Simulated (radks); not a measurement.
Values are calculated unless marked as measured or tabulated.
Ionisation of the erbium ion Er+, [Xe] 4f12 6s1, to Er2+, [Xe] 4f12, under several functionals. Dirac Kohn-Sham, spin-unpolarised, spherical densities, point nucleus; open shells are shared between the two j in proportion to 2j + 1; a radial shooting solver on a logarithmic mesh with Libxc functionals.

| functional | E(Er+) (hartree) | Exc (hartree) | IE (eV) | -e(HOMO) (eV) | <r> HOMO (bohr) | IE error (eV) |
|---|---|---|---|---|---|---|
| RPBE | -13099.9278 | -279.5861 | 11.901 | 8.908 | 3.667 | -0.015 |
| LDA (Slater exchange, VWN5 correlation) | -13091.2235 | -270.7972 | 12.163 | 9.329 | 3.584 | +0.247 |
| B86b exchange with PBE correlation | -13100.5704 | -280.2337 | 11.951 | 9.087 | 3.622 | +0.035 |
| LDA (Slater exchange, Perdew-Zunger correlation) | -13091.1980 | -270.7716 | 12.170 | 9.336 | 3.583 | +0.254 |
| exchange-only PBE | -13095.5657 | -275.1562 | 11.610 | 8.094 | 0.8422 | -0.306 |
| XLYP | -13101.1903 | -280.8461 | 12.183 | 9.083 | 0.8390 | +0.267 |
| exchange-only LDA | -13084.3419 | -263.8246 | 11.277 | 8.044 | 0.8421 | -0.639 |
| PW91 | -13100.9215 | -280.5928 | 11.992 | 9.081 | 3.627 | +0.076 |
| BLYP | -13100.3564 | -280.0039 | 12.100 | 9.065 | 0.8390 | +0.184 |
| LDA (Slater exchange, Perdew-Wang correlation) | -13091.1949 | -270.7682 | 12.164 | 9.331 | 3.584 | +0.248 |

NIST Atomic Spectra Database: 11.92 eV (semi-empirical). Closest: RPBE. The Delta-SCF values span 0.91 eV, the total energies 16.85 hartree. The highest occupied level is 6s1/2. Spin polarisation and multiplet splitting are left out, so open shells lie too high by an amount that depends on their filling. Sharing an open shell by 2j + 1 raises it above the true ground level by a part of the spin-orbit splitting, which enters the differences from NIST.

Beside tabulated values, note that spin-unpolarised runs miss the spin-polarisation part of the exchange energy of open shells.
